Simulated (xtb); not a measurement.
H4NO3Ta, SMILES [OH][Ta]([NH2])([OH])=[O], multiplicity 1. All values are semi-empirical tight-binding results from xtb (GFN2-xTB unless named), good for trends rather than for accurate numbers. The structure is a stationary point at GFN2-xTB. The spin state was assumed, not searched. One conformer was computed; it need not be the lowest.

Optimised geometry:

Bond lengths (Å): Ta1–O2 1.714, Ta1–O3 1.859, Ta1–O5 1.861, Ta1–N7 1.991, O3–H4 0.958, O5–H6 0.958, N7–H8 1.013, N7–H9 1.015. Bond angles (°): O2–Ta1–O3 110.7, O2–Ta1–O5 110.4, O2–Ta1–N7 102.4, O3–Ta1–O5 115.3, O3–Ta1–N7 108.7, O5–Ta1–N7 108.6, Ta1–O3–H4 146.1, Ta1–O5–H6 145.2, Ta1–N7–H8 126.9, Ta1–N7–H9 125.4, H8–N7–H9 107.7.
Charge 0, spin multiplicity 1.

For metal compounds this method's bond lengths and energies can be far off.

```
Quantity                                       Value
-------------------------------------  -------------
point group as xtb finds it                       Cs
orbital gap                                  4.52 eV
zero-point energy                      30.5 kcal/mol
G − E(el) at 298.15 K (modified RRHO)   9.1 kcal/mol
```

Computed atomic charges and the Wiberg bond orders between heavy atoms:
charges (e) Ta1 1.16, O2 -0.55, O3 -0.59, H4 0.33, O5 -0.59, H6 0.33, N7 -0.46, H8 0.20, H9 0.19. Bond orders Ta1–O2 2.10, Ta1–O3 1.07, Ta1–O5 1.07, Ta1–N7 1.14.
